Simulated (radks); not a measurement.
Values are calculated unless marked as measured or tabulated.
Ionisation of the palladium ion Pd+, [Kr] 4d9, to Pd2+, [Kr] 4d8, under several functionals. Dirac Kohn-Sham, spin-unpolarised, spherical densities, point nucleus; open shells are shared between the two j in proportion to 2j + 1; a radial shooting solver on a logarithmic mesh with Libxc functionals.

\begin{tabular}{lrrrrrr}
functional & E(Pd+) (hartree) & Exc (hartree) & IE (eV) & -e(HOMO) (eV) & <r> HOMO (bohr) & IE error (eV) \\ \hline
exchange-only LDA & -5037.53127 & -134.67860 & 19.622 & 13.317 & 1.485 & +0.192 \\
OLYP & -5048.64773 & -146.07012 & 20.796 & 14.345 & 1.461 & +1.366 \\
LDA (Slater exchange, VWN5 correlation) & -5041.85424 & -139.07377 & 21.088 & 14.699 & 1.472 & +1.658 \\
AM05 & -5042.06523 & -139.30134 & 20.802 & 14.405 & 1.469 & +1.372 \\
LDA (Slater exchange, Perdew-Wang correlation) & -5041.83533 & -139.05431 & 21.083 & 14.695 & 1.473 & +1.653 \\
LDA (Slater exchange, Perdew-Zunger correlation) & -5041.83343 & -139.05193 & 21.082 & 14.695 & 1.473 & +1.652 \\
revPBE & -5046.82996 & -144.13380 & 20.731 & 14.332 & 1.469 & +1.301 \\
SOGGA & -5043.80751 & -141.06558 & 20.708 & 14.315 & 1.469 & +1.278 \\
\end{tabular}

NIST Atomic Spectra Database: 19.4 eV (semi-empirical). Closest: exchange-only LDA. The Delta-SCF values span 1.47 eV, the total energies 11.12 hartree. The highest occupied level is 4d5/2. Spin polarisation and multiplet splitting are left out, so open shells lie too high by an amount that depends on their filling. Sharing an open shell by 2j + 1 raises it above the true ground level by a part of the spin-orbit splitting, which enters the differences from NIST.

Beside tabulated values, note that spin-unpolarised runs miss the spin-polarisation part of the exchange energy of open shells.
